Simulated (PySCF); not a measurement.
# How methods differ on the ionisation energy of F(2+)

F(2+) [He] 2s2 2p3 (4S) → F(3+) [He] 2s2 2p2 (3P), as a difference of total energies. Computed with PySCF 2.14 in aug-cc-pwCVDZ, with the non-relativistic Hamiltonian (point nucleus). Correlated levels: valence: 1s2 frozen; valence and next inner shell: nothing frozen. The calculations carry no spin-orbit coupling.

Order these methods by the ionisation energy they give, lowest first.
A. M06-L
B. MP2 (valence)
C. PBEsol
D. PBE

B (62.518 eV), C (62.781 eV), D (62.813 eV), A (62.875 eV).

A first-order spin-orbit estimate (lowest level to lowest level, LS coupling) adds -0.049 eV.

Errors of the correlated levels include the incompleteness of this basis and the frozen core.

For comparison: 62.708 eV (semi-empirical (NIST evaluation); NIST Atomic Spectra Database, ionization energies).
